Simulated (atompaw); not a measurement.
titanium (Ti): one change to a PAW (atompaw) potential, before and after

* Element: Ti (Z = 22)
* Generator: atompaw 4.2.0.5
* Type: PAW
* Functional: PBEsol
* Relativity: scalar-relativistic
* Frozen core: [Ar]
* Valence charge: 4
* Reference configuration: 3d2 4s0 4p0 (charge +2)
* Partial waves: 4s (bound, empty): rc 2.80 bohr; 4s channel at 2.9 Ry: rc 2.65 bohr; 4p (bound, empty): rc 2.80 bohr; 4p channel at -0.3 Ry: rc 2.80 bohr; 3d (bound): rc 1.20 bohr; 3d channel at 0.35 Ry: rc 2.80 bohr
* Local potential: troulliermartins scheme with l = 3 at -0.5 Ry, radius 2.50 bohr
* Core correction: smooth core density matched at 1.60 bohr
* Augmentation charge: sinc compensation charge, radius 2.05 bohr; PAW radius 2.80 bohr; waves and projectors: custom rrkj vanderbiltortho

All-electron outer shells of the reference configuration (PBEsol, scalar-relativistic, ld1.x):

```tsv
shell	level (eV)	outermost node (bohr)	outermost maximum (bohr)
3p	-54.64	0.37	0.90
3d	-19.62	–	0.97
4s	-16.65	1.23	2.58
4p	-12.19	1.35	3.07
```

Change: reference 3d2 4s2 4p0.

Cutoffs: the cutoffs (Ry, on a coarse ladder) from which the occupation-weighted sum of valence levels, in a spherical-Bessel basis at the reference potential, stays within 10 and 1 mRy of its value at 400 Ry; they do not see the model core or the augmentation charge, which bear on the density cutoff.

Problem. What does the change do?

Solution. The potential gets softer (70 Ry and 100 Ry → 60 Ry and 90 Ry); a bound ghost appears in p, which as a rule spoils a file; the range in which the s phases agree widens (upper end 0.6 → 4.6); the range in which the p phases agree widens (upper end 1.1 → 3.6).

```csv
quantity,base,changed
"cutoff, loose",70 Ry,60 Ry
"cutoff, tight",100 Ry,90 Ry
bound ghosts,none,p
s: phases at 2.81 bohr within 0.05 rad from the reference energy up to (Ry; the scan ends near 5),0.6,4.6
p: phases at 2.81 bohr within 0.05 rad from the reference energy up to (Ry; the scan ends near 5),1.1,3.6
d: phases at 2.81 bohr within 0.05 rad from the reference energy up to (Ry; the scan ends near 5),1.7,0.4
lowest overlap eigenvalue by channel,"s 0.66, p 0.58, d 0.54","s 0.77, p 0.71, d 0.19"
```

 A true bound ghost makes a file unfit for plane-wave use even where its test errors are small: the radial tests pick states by their node count and pass the ghost by. The cutoffs see the waves, projectors and local potential, not the compensation charge or the core.
